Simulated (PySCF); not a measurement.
An unknown shows these calculated signals:

1H NMR (500 MHz, computed): δ 9.32 (m, 1H), 8.01 (d, 1H), 5.68 (m, 1H).

13C{1H} NMR (computed): δ 212.7 (C), 187.1 (CH), 182.0 (CH), 138.4 (C).

- σ from GIAO-PBE0/pcSseg-1
- structure optimised with GFN2-xTB
- run in PySCF
- isolated molecule, non-relativistic, fast rotation and ring inversion assumed for equivalent nuclei, one conformer

References, each an isolated molecule treated in the same way: 1H and 13C vs TMS.

Which of these does the molecule contain: a non-aromatic C=C double bond, a vinyl group CH=CH2, a CF3 group, a C≡C triple bond, a ketone, a Si–H bond?

Results:


- A non-aromatic C=C double bond: yes.
- A vinyl group CH=CH2: no.
- A CF3 group: yes (δC 138.4).
- A C≡C triple bond: no.
- A ketone: no.
- A Si–H bond: yes (δH 5.68 (m)).

The data belong to SMILES FC([Si@H]1C(=O)C=C1)(F)F, C4H3F3OSi; they needn't prove each group on their own.

Carbon signals by region: 3 in the far downfield region (above 160 ppm), 1 in the sp2 and nitrile region (100–160 ppm). Above 160 ppm: 212.7, carbonyl carbon, 187.1, β carbon of a C=C–C=O unit, 182.0, α carbon of a C=C–C=O unit.

Splittings by 19F in the carbon and heteronuclear signals aren't shown, as no couplings were computed. Shifts are as computed. Against solution values, carbons near 30 ppm lie about +3 ppm off and those near 130 ppm about +5 ppm. Of 1309 compounds with measured shifts, 239 miss one by over three times the rms of a fit or turn the order of signals round; such compounds aren't used in these exercises. No couplings were computed; multiplicities are counted from neighbouring protons, with m where these are inequivalent, close in shift, in a saturated or five-membered ring or joined by F or P, and br s for small geminal =CH2 splittings.
